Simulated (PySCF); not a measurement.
Cost of one run: geometry optimisation, `ClCC[SiH2]I`.

Method: PBE0-D3(BJ)/def2-SVP geometry optimisation, gas phase, def2 core potentials past Kr (PySCF 2.14.0). Work: geometry optimisation from a GFN2-xTB start shaken at random, density fitting. A driver script takes a list of jobs; this job's settings line and coordinates (Å) are shown.

Input:
```
{"job": {"xc": "PBE0", "basis": "def2-SVP", "d3": "d3bj", "grid": 1, "maxiter": 30, "shake": 0.01, "kind": "geom"}, "charge": 0, "multiplicity": 1}
Cl    -0.636500     1.684360    -1.460750
C     -1.240360     0.649960    -0.144880
C     -0.479130    -0.647950    -0.134960
Si     1.450150    -0.412980     0.074940
I      1.749760     0.761510     2.208230
H     -1.105620     1.219810     0.781270
H     -2.289960     0.489940    -0.315210
H     -0.637950    -1.186190    -1.055420
H     -0.848270    -1.252660     0.710720
H      2.041570     0.390490    -0.938800
H      2.034410    -1.722130     0.259200
```

Hardware: an Arm Neoverse V2 with one thread, shared host with 96 logical CPUs at a one-minute load of 79. PySCF's memory limit was set to 2320 MB.

The basis has 120 functions.

**Question.** Which is nearest to the wall time?
A. 64 s
B. 64 min
C. 8.5 min

**Answer.** A. The run took 64 s. The run took 8 energy-and-gradient evaluations and 56 SCF cycles, 8.0 s an evaluation on average.

**Question.** How much memory does it need at the peak?

**Answer.** About 0.53 GiB. Peak memory is the resident size of the whole Python process, interpreter and libraries included.

**Question.** At this speed, how long would 20000 such jobs take on 32 cores, one job a core?

**Answer.** 20000/32 gives 625 rounds of 64 s, about 11 h of wall time and 360 core-hours, if the jobs don't slow each other.

The output:
```
step   0  E = -1126.61449993  max force = 0.040690
step   1  E = -1126.61864588  max force = 0.013745
step   2  E = -1126.62004134  max force = 0.005540
step   3  E = -1126.62030534  max force = 0.001221
step   4  E = -1126.62039824  max force = 0.001389
step   5  E = -1126.62048789  max force = 0.002085
step   6  E = -1126.62052096  max force = 0.001257
step   7  E = -1126.62053037  max force = 0.000262
optimisation converged
```

Energies in Eh; «max force» is the largest Cartesian gradient component in Eh/bohr.

The host was shared with other jobs, so the times are rough.

The run converged: final energy -1126.62053 Eh after 7 steps; dipole 2.47 D.
